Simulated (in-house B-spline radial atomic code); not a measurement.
A calculation on Ni⁸⁺: its settings, and results tabulated from the run. All numbers are computed (non-relativistic B97-1, spin-polarised, spherical fractional occupations, exact exchange averaged over the configuration; point nucleus) with an all-electron radial atomic-structure program (B-spline basis), not measured.

Command:
```bash
python run_scf.py task.json out
```
Settings:
```
Z                28
configuration    [Ar] 3d2
hamiltonian      nr
method           b97_1
spin_polarised   True
exact_exchange   averaged over the configuration
```

Output (hartree, bohr):
```
 radial grid: 43 intervals, B-splines of order 8, outer radius 7.931 bohr

 iter        energy (Eh)    residual
    1       -1474.436512    8.79e-01
    2       -1484.693578    3.42e-01
    3       -1485.979810    1.21e-01
    4       -1486.136484    4.15e-02
    5       -1486.153403    1.26e-02
    6       -1486.155870    3.26e-04
    7       -1486.155871    2.34e-05
    8       -1486.155872    7.67e-07
    9       -1486.155872    2.99e-08

 total energy                     -1486.15587
 kinetic                            1485.2079
 electron-nucleus                  -3406.8426
 Hartree                             492.3349
 exact exchange                      -11.5973
 exchange-correlation                -45.2587

 orbital      occ     eigenvalue          <r>       <r^2>       <1/r>     <1/r^3>     <1/r^2>       r_max
 1s up      1.000      -306.9285    0.0548409   0.0040315     27.5082           -     1522.62     0.03615
 1s down    1.000      -306.9280    0.0548404   0.0040314     27.5083           -     1522.63     0.03615
 2s up      1.000       -43.0954     0.247837   0.0723652     5.95883           -     145.295      0.2076
 2s down    1.000       -43.0120     0.247444   0.0721221     5.96871           -     145.742      0.2074
 2p up      3.000       -38.4843     0.216458   0.0573817     5.90831     596.697     47.7663      0.1663
 2p down    3.000       -38.4173     0.216017   0.0571219     5.91742     598.637     47.8906      0.1662
 3s up      1.000       -10.5245     0.696159    0.553226     2.03844           -     25.5462      0.6258
 3s down    1.000       -10.3799     0.699028    0.557889     2.02624           -     25.1835      0.6269
 3p up      3.000        -9.0469     0.702432    0.571333     1.94847     93.7233     8.21021        0.62
 3p down    3.000        -8.8909     0.706579    0.578239     1.93373     91.8994     8.07711      0.6217
 3d up      2.000        -6.6744     0.690458    0.566937     1.77019     11.8499     3.96989      0.5493
```

Run time, properties included: 0.33 s on 1 thread of Arm Neoverse N1, with other jobs on the host.
